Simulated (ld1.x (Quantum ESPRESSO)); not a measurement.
**Transferability test, TM potential for molybdenum (Mo)**

Mo (Z = 42), norm-conserving Troullier–Martins (Kleinman–Bylander form), made with ld1.x (Quantum ESPRESSO) 7.5 (PBE, scalar-relativistic). Core [Kr], reference 4d5 5s1 5p0. Waves: 5s (bound): rc 2.45 bohr; 5p (bound, empty): rc 4.20 bohr; 4d (bound): rc 0.86 bohr. Local part: the d channel. Core correction: none.

Energies are relative to the spin-unpolarised reference configuration 4d5 5s1 5p0; without spin polarisation the order of configurations can differ from experiment.

```json
{"valence configuration": "4d5 5s0 5p0", "charge": "+1", "ΔE all-electron (eV)": "6.890", "error AE − PS (meV)": "+17"}
{"valence configuration": "4d4 5s0 5p0", "charge": "+2", "ΔE all-electron (eV)": "22.352", "error AE − PS (meV)": "+84"}
{"valence configuration": "4d3 5s0 5p0", "charge": "+3", "ΔE all-electron (eV)": "49.096", "error AE − PS (meV)": "+93"}
{"valence configuration": "4d5 5s0.5 5p0", "charge": "+0.5", "ΔE all-electron (eV)": "2.727", "error AE − PS (meV)": "+2.0"}
{"valence configuration": "4d4 5s1 5p0", "charge": "+1", "ΔE all-electron (eV)": "8.064", "error AE − PS (meV)": "-22"}
{"valence configuration": "4d4 5s2 5p0", "charge": "0", "ΔE all-electron (eV)": "0.199", "error AE − PS (meV)": "-38"}
```

(1) What are ΔE and the potential's error for 4d2 5s0 5p0?

Levels in the configuration 4d5 5s0 5p0:

| level | all-electron (eV) | pseudo (eV) |
| --- | --- | --- |
| 4d | -10.414 | -10.349 |

Note: ghost states, extra bound levels that the all-electron valence spectrum of the same l lacks: s at -1327.5 eV, p at -645.5 eV, s at -19.2 eV. A true bound ghost makes a file unfit for plane-wave use.

Answers

(1) ΔE = 88.600 eV all-electron; the error (AE − PS) is -1.9 meV.
